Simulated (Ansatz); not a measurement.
Program: Ansatz. Geometries: PBE0-D4/def2-TZVP. ΔE: electronic, gas phase. CBS: MP2 limit from def2 TZ/QZ plus the TZ coupled-cluster correction, frozen cores. This one scheme is used for every species. Functionals use def2-TZVPP. For Ge outer-core shells are correlated without core-valence functions, which leaves a few kJ/mol of doubt a bond. Scalar relativity is left out up to krypton. Each species was taken in one conformer, which may not be the lowest.

Consider the ligand exchange at the Si–S bond: `C=C[SiH2][S][GeH3]` + H₂S → `C=C[SiH2]S` + `[SH][GeH3]`.

`C=C[SiH2][S][GeH3]`:

```xyz
13

C     1.174   -1.575   -0.184
C     0.755   -0.851   -1.217
Si   -0.888    0.018   -1.283
S    -1.866    0.034    0.612
Ge   -0.424    1.327    1.716
H     0.561   -1.703    0.704
H     2.140   -2.073   -0.181
H     1.411   -0.757   -2.083
H    -1.822   -0.675   -2.208
H    -0.681    1.408   -1.771
H     0.585    0.457    2.481
H     0.308    2.230    0.713
H    -1.254    2.159    2.702
```

H₂S:

Cartesian coordinates in Å:
```
S -0.294 -0.260 0.479
H 0.989 -0.215 0.090
H -0.694 0.475 -0.569
```

`C=C[SiH2]S`:

```xyz
10

C    -1.318   -0.845   -0.793
C    -0.818   -0.254    0.290
Si    1.005   -0.016    0.527
S     1.524    2.052    0.725
H    -0.675   -1.222   -1.583
H    -2.386   -0.980   -0.940
H    -1.504    0.113    1.051
H     1.698   -0.648   -0.626
H     1.488   -0.608    1.800
H     0.984    2.408   -0.452
```

`[SH][GeH3]`:

```xyz
6

S    -1.336    0.343    1.031
Ge    0.507    0.121   -0.194
H    -1.935   -0.746    0.521
H     0.167    0.192   -1.691
H     1.203   -1.212    0.119
H     1.394    1.302    0.214
```

| level | ΔE (kJ/mol) |
| --- | --- |
| PBE | 0.5 |
| MP2/def2-TZVPP | 12.3 |

Task: What does CCSD(T)/CBS give? (Estimate.)

Result: Ansatz gave: +10.8 kJ/mol. The listed levels differ from it by -10.3, 1.5 kJ/mol.

Task: What do rigid-rotor, harmonic-oscillator terms from PBE0-D4/def2-TZVP frequencies (298.15 K, 1 bar) make of the CCSD(T)/CBS value? (An estimate is asked.)

Result: Computed: ΔZPE = +2.0 kJ/mol, ΔH = +10.7 kJ/mol, ΔS = 16 J/(mol·K), ΔG = +5.8 kJ/mol.

Largest T1 diagnostic among the species: 0.012.

From BLYP to BHLYP (50 % exact exchange), in def2-TZVPP and without D4, ΔE moves by +4.5 kJ/mol. In def2-TZVPP, CCSD(T) changes the Hartree–Fock value by +13.6 kJ/mol (the triples alone add +2.3 kJ/mol) and MP2 by +16.2 kJ/mol. The D4 term adds +12.2 kJ/mol with B3LYP and +6.9 kJ/mol with PBE0; it sums over pairs of atoms, weighted by their polarisabilities, and B3LYP, whose exchange is more repulsive, gets the larger term.

B3LYP here is the variant with VWN-RPA as its local correlation; programs differ in this.
